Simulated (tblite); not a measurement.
Record of a relaxation.

Species: C8H8O.
Numbering: `[OH:1][C:2]1=[CH:3]/[CH:4]=[CH:5]\[CH:6]=[CH:7]/[CH:8]=[CH:9]\1` (hydrogens: H10 on O1; H11 on C3; H12 on C4; H13 on C5; H14 on C6; H15 on C7; H16 on C8; H17 on C9)

Computed with GFN2-xTB (tblite), gas phase: L-BFGS steps from a force-field or distance-geometry start until the largest atomic force falls under 0.01 eV/Å. 7 of its 79 geometries are shown.

Step 0: E = -684.1505 eV, largest atomic force 2.525 eV/Å
```
atom  x, y, z in Å  |  force x, y, z in eV/Å
O1      2.718    1.195   -0.015    1.083   0.846   1.224
C2      1.464    0.595   -0.193    1.112  -0.309   1.276
C3      1.482   -0.737   -0.084   -0.906  -0.146   0.110
C4      0.427   -1.757   -0.200    0.141  -0.343  -0.292
C5     -0.901   -1.794   -0.011    0.670   0.329  -0.486
C6     -1.844   -0.742    0.357   -0.245  -0.765   0.477
C7     -1.859    0.584    0.281    0.390   0.115   0.280
C8     -0.884    1.558   -0.233   -0.541   0.121  -0.239
C9      0.437    1.576   -0.431   -1.023   0.289  -0.437
H10     3.089    1.355    0.934   -1.398  -0.695  -1.984
H11     2.464   -1.136    0.111    0.083  -0.245   0.025
H12     0.855   -2.727   -0.477    0.020   0.257   0.095
H13    -1.354   -2.772   -0.182   -0.079   0.303   0.147
H14    -2.736   -1.180    0.812    0.071   0.044  -0.141
H15    -2.770    1.017    0.689    0.234   0.324  -0.211
H16    -1.405    2.473   -0.519    0.113  -0.036   0.075
H17     0.809    2.505   -0.848    0.276  -0.087   0.081
```

Step 13: E = -684.5326 eV, largest atomic force 0.724 eV/Å
```
atom  x, y, z in Å  |  force x, y, z in eV/Å
O1      2.588    1.376    0.052   -0.125  -0.438   0.563
C2      1.455    0.586   -0.131   -0.202   0.315  -0.024
C3      1.497   -0.744   -0.005   -0.043   0.232   0.209
C4      0.461   -1.757   -0.196    0.223   0.233  -0.374
C5     -0.864   -1.750   -0.043    0.168   0.120  -0.295
C6     -1.806   -0.736    0.422   -0.045   0.145   0.174
C7     -1.854    0.597    0.339    0.320   0.072   0.004
C8     -0.932    1.559   -0.275    0.021  -0.076  -0.379
C9      0.377    1.515   -0.529    0.021   0.191   0.242
H10     3.031    1.111    0.872    0.134  -0.076  -0.405
H11     2.472   -1.173    0.211   -0.017   0.027   0.113
H12     0.912   -2.672   -0.569   -0.146  -0.094   0.105
H13    -1.361   -2.683   -0.287   -0.057  -0.011   0.052
H14    -2.667   -1.205    0.875   -0.173  -0.032   0.168
H15    -2.722    1.106    0.757    0.083  -0.246  -0.070
H16    -1.458    2.456   -0.613    0.178  -0.145   0.143
H17     0.864    2.425   -0.889   -0.340  -0.218  -0.226
```

Step 26: E = -684.8595 eV, largest atomic force 0.240 eV/Å
```
atom  x, y, z in Å  |  force x, y, z in eV/Å
O1      2.450    1.407    0.416   -0.074   0.023  -0.133
C2      1.384    0.647    0.014    0.012  -0.079   0.029
C3      1.451   -0.684    0.095   -0.039  -0.053   0.058
C4      0.477   -1.692   -0.296   -0.059   0.059  -0.098
C5     -0.846   -1.691   -0.149   -0.086   0.055  -0.035
C6     -1.735   -0.715    0.487    0.022  -0.063   0.049
C7     -1.796    0.614    0.404   -0.001  -0.062   0.009
C8     -0.963    1.532   -0.366    0.067  -0.146  -0.095
C9      0.348    1.514   -0.574   -0.002   0.018   0.020
H10     3.154    0.809    0.685    0.176   0.061   0.151
H11     2.381   -1.118    0.459   -0.013   0.063   0.031
H12     0.937   -2.587   -0.704   -0.037   0.028  -0.033
H13    -1.379   -2.586   -0.463    0.027   0.064  -0.004
H14    -2.503   -1.216    1.069   -0.048   0.090   0.018
H15    -2.632    1.121    0.878    0.074  -0.102   0.129
H16    -1.526    2.350   -0.796   -0.028   0.014  -0.126
H17     0.789    2.305   -1.169    0.010   0.029   0.029
```

Step 39: E = -684.9313 eV, largest atomic force 0.187 eV/Å
```
atom  x, y, z in Å  |  force x, y, z in eV/Å
O1      2.436    1.426    0.479   -0.081   0.106  -0.085
C2      1.377    0.661    0.071   -0.032   0.038   0.027
C3      1.399   -0.670    0.180   -0.027  -0.004  -0.037
C4      0.434   -1.629   -0.349    0.011  -0.064  -0.017
C5     -0.888   -1.659   -0.213   -0.019   0.004  -0.011
C6     -1.727   -0.732    0.542    0.053   0.042   0.066
C7     -1.737    0.592    0.456   -0.003   0.042  -0.026
C8     -0.959    1.430   -0.461   -0.028   0.083   0.032
C9      0.360    1.486   -0.596   -0.012  -0.039  -0.043
H10     3.168    0.858    0.735    0.089  -0.059   0.154
H11     2.289   -1.123    0.611   -0.026  -0.031  -0.024
H12     0.900   -2.459   -0.870    0.039  -0.005  -0.007
H13    -1.426   -2.506   -0.625   -0.014   0.007  -0.034
H14    -2.432   -1.210    1.212    0.009  -0.058   0.029
H15    -2.442    1.147    1.067    0.012   0.029  -0.044
H16    -1.554    2.145   -1.025    0.001  -0.065   0.076
H17     0.794    2.252   -1.225    0.029  -0.026  -0.056
```

Step 52: E = -684.9611 eV, largest atomic force 0.131 eV/Å
```
atom  x, y, z in Å  |  force x, y, z in eV/Å
O1      2.391    1.443    0.509   -0.047  -0.085   0.016
C2      1.374    0.648    0.052   -0.111  -0.034   0.060
C3      1.392   -0.681    0.185    0.006   0.003  -0.023
C4      0.431   -1.619   -0.396    0.026   0.040  -0.022
C5     -0.889   -1.623   -0.246    0.051  -0.007   0.015
C6     -1.666   -0.714    0.601    0.013  -0.048  -0.026
C7     -1.692    0.608    0.501   -0.020  -0.043   0.028
C8     -0.955    1.411   -0.478    0.027  -0.033   0.020
C9      0.358    1.431   -0.671   -0.009   0.017  -0.046
H10     3.050    0.890    0.948    0.011   0.063   0.003
H11     2.254   -1.145    0.660   -0.037   0.019  -0.015
H12     0.898   -2.410   -0.974   -0.028  -0.023  -0.026
H13    -1.474   -2.402   -0.723    0.031  -0.008   0.047
H14    -2.310   -1.214    1.319    0.010   0.041  -0.027
H15    -2.371    1.172    1.129    0.030   0.053   0.024
H16    -1.585    2.082   -1.051    0.054   0.045  -0.015
H17     0.787    2.135   -1.374   -0.006   0.002  -0.013
```

Step 65: E = -684.9695 eV, largest atomic force 0.030 eV/Å
```
atom  x, y, z in Å  |  force x, y, z in eV/Å
O1      2.330    1.451    0.559   -0.004   0.020   0.001
C2      1.355    0.636    0.053    0.006   0.014  -0.002
C3      1.395   -0.692    0.162   -0.014   0.003  -0.007
C4      0.435   -1.621   -0.433   -0.006  -0.014  -0.009
C5     -0.881   -1.621   -0.252   -0.006  -0.014   0.026
C6     -1.637   -0.708    0.608   -0.011   0.019  -0.005
C7     -1.667    0.616    0.511    0.011   0.020   0.005
C8     -0.952    1.415   -0.487   -0.006  -0.004  -0.007
C9      0.356    1.412   -0.703   -0.004   0.002   0.000
H10     2.996    0.927    1.020   -0.010  -0.023   0.008
H11     2.239   -1.156    0.665   -0.001  -0.001  -0.014
H12     0.883   -2.412   -1.025    0.008   0.001   0.002
H13    -1.477   -2.405   -0.706    0.008   0.001  -0.001
H14    -2.271   -1.201    1.338    0.006   0.000  -0.003
H15    -2.320    1.188    1.160    0.002  -0.014   0.003
H16    -1.580    2.095   -1.054    0.012  -0.022   0.000
H17     0.790    2.089   -1.427    0.009   0.013   0.002
```

Step 78: E = -684.9704 eV, largest atomic force 0.007 eV/Å
```
atom  x, y, z in Å  |  force x, y, z in eV/Å
O1      2.326    1.450    0.571   -0.004   0.000   0.000
C2      1.353    0.641    0.052    0.000   0.000   0.001
C3      1.393   -0.688    0.150   -0.003   0.002   0.003
C4      0.432   -1.619   -0.440    0.002   0.001   0.003
C5     -0.883   -1.625   -0.248    0.002   0.003  -0.002
C6     -1.635   -0.707    0.609    0.003   0.000   0.000
C7     -1.659    0.617    0.512   -0.001  -0.001  -0.002
C8     -0.951    1.414   -0.493    0.002  -0.001  -0.004
C9      0.358    1.419   -0.707    0.001  -0.001   0.000
H10     2.979    0.917    1.042    0.006  -0.003   0.002
H11     2.238   -1.154    0.650   -0.003   0.000  -0.005
H12     0.881   -2.413   -1.028   -0.004   0.000  -0.002
H13    -1.478   -2.414   -0.694    0.002   0.000   0.002
H14    -2.267   -1.196    1.343    0.005   0.001   0.001
H15    -2.305    1.190    1.167   -0.004   0.002  -0.001
H16    -1.583    2.083   -1.066   -0.002   0.000   0.000
H17     0.793    2.097   -1.430   -0.002  -0.002   0.005
```

Question: Summarise the path.

Answer: The energy falls by 0.8199 eV from step 0 to step 78; nine tenths of that is first reached at step 31. It rises by more than 0.2 meV at step 16. The largest force goes from 2.525 to 0.007 eV/Å. Among the bonds O1–H10 changes most, from 1.031 to 0.965 Å; the atoms move by 0.520 Å rms after alignment.

What follows is the cost of the whole relaxation. Time: 0.53 s. Hardware: an Arm Neoverse V1 with one thread, on a shared host.
